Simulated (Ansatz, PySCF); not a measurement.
Ways to break one bond of CSC:

A. CSC [methylsulfanylmethane] → [CH2]SC + H atom
B. CSC [methylsulfanylmethane] -> [CH3] (CH3) + C[S]

Quantity: bond dissociation energy (enthalpy at 298 K, with B3LYP-D3(BJ) rigid-rotor harmonic-oscillator terms from PySCF), kcal/mol. Each molecule is optimised on its own at B3LYP-D3(BJ)/def2-TZVP (Ansatz, an electronic-structure program), one conformer each, not searched for the lowest. Valence correlation only, unless marked. UHF or UKS for open shells. Spin-orbit coupling is left out. Non-relativistic. Basis-set limits of correlation are two-point, X^-3; Hartree-Fock from the larger set. [CCSD(T)-MP2]/basis is that difference in the basis named.

```csv
,RI-HF/cc-pV(T+d)Z (Ansatz),MP2/6-31G (Ansatz),MP2/aug-cc-pV(D+d)Z (Ansatz),"RI-MP2/CBS(cc-pV(T+d)Z,cc-pV(Q+d)Z)+[CCSD(T)-MP2]/cc-pV(T+d)Z (Ansatz)"
A,71.8,90.1,90.7,94.6
B,41.0,53.9,72.6,74.0
```
